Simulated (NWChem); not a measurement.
Species: CH₆BeSSi; SMILES C[S][Be][SiH3]

```xyz
10

Be     0.3635    -0.3068    -0.0035
S      0.8356     1.5435    -0.0078
C     -0.8065     2.3620     0.0002
H     -1.3500     2.1772    -0.9356
H     -0.6171     3.4399     0.0870
H     -1.4161     2.0467     0.8571
Si    -0.1413    -2.4261     0.0035
H     -1.2141    -2.7525    -0.9934
H     -0.6361    -2.8945     1.3397
H      1.0432    -3.2792    -0.3436
```
Atoms are numbered in this order, from 1.

Results from NWChem. Geometry: optimised at PBE0/def2-SVP. B3LYP is NWChem's, with the RPA form of VWN correlation. Static field.

For level B3LYP/def2-SVPD:

```
Property                          Result
--------------------------------  ------
isotropic polarisability (bohr³)    85.2
anisotropy (bohr³)                  34.4
```

Question: What are these values for level BHandHLYP/def2-SVPD?

Answer: The isotropic polarisability (bohr³) is 81.4 and the anisotropy (bohr³) comes out as 29.8.
